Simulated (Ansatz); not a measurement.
Cartesian coordinates in Å:
```
F -1.312 1.546 0.264
Zr -0.243 0.194 -0.514
F -1.169 -0.717 -1.882
F 1.325 1.023 -1.169
Se 0.378 -1.564 1.268
H 1.021 -0.481 2.033
```

The species carries charge 0 and has multiplicity 1. Zr takes the def2 core potential.

Q: List the B3LYP/def2-TZVPP orbital energies in eV (Ansatz). (Estimate.)

A: The calculation gave: Occupied: -12351.25, -1580.60, -1418.76, -1418.71, -1418.70, -671.94, -671.78, -671.78, -212.89, -156.97, -156.81, -156.76, -59.92, -57.73, -57.68, -57.63, -57.51, -57.51, -37.33, -37.20, -36.49, -31.67, -30.92, -30.92, -19.21, -13.16, -13.13, -12.86, -12.66, -12.55, -12.17, -11.94, -11.90, -11.83, -10.98, -8.54, -7.47. Lowest empty: -2.19, -1.87, -1.41, -1.04, -0.67, -0.48, 0.21, 0.63.

B3LYP here is the variant with VWN-RPA as its local correlation; programs differ in this.
